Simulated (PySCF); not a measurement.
**Spinor energies of Pb⁷⁰⁺ (lead, charge +70)**

Start: [Ne] 3s2. Calculated with PySCF 2.14 in an even-tempered Gaussian basis (17 s from 25 bohr⁻², ratio 2.4; 14 p from 33 bohr⁻², ratio 2.4; 4 d from 110 bohr⁻², ratio 2.6; 4 f from 160 bohr⁻², ratio 2.6): generalised Hartree-Fock with the X2C-1e Hamiltonian and a Gaussian nucleus; one run each with spin-orbit coupling (SO) switched off, then screened by Boettger's factors.

```csv
spinor shell,electrons,"ε, spin-free (eV)","ε, screened SO (eV)",weight of nominal j (screened SO),"rms radius, screened SO (bohr)"
1s1/2,2,-94967.1,-94938.5,1.000,0.0181
2s1/2,2,-22082.5,-22075.4,1.000,0.0718
2p1/2,2,-19855.0,-21489.8,1.000,0.0607
3s1/2,2,-9008.4,-9007.2,1.000,0.172
```

Where does 2p3/2 lie, and what is the 2p spin-orbit splitting (screened SO)?

At -19232.2 eV, 2257.6 eV above 2p1/2.

| quantity | spin-free | screened SO |
| --- | --- | --- |
| E (hartree) | -14569.48705 | -14599.23265 |
| M_J | 0 | 0 |
| ⟨J²⟩ | 0.000 | 0.000 |
| ⟨L²⟩ | 0.000 | 0.055 |
| ⟨S²⟩ | 0.000 | 0.055 |

Breit and QED terms are absent; they matter most for the inner s and p1/2 levels.

Densities and radii are taken from the X2C orbitals without a picture-change correction, which distorts them close to the nucleus.

Without spin-orbit coupling the j labels of p, d and f shells carry no meaning; the spin-free column gives the mean over the occupied spinors of each nl shell.
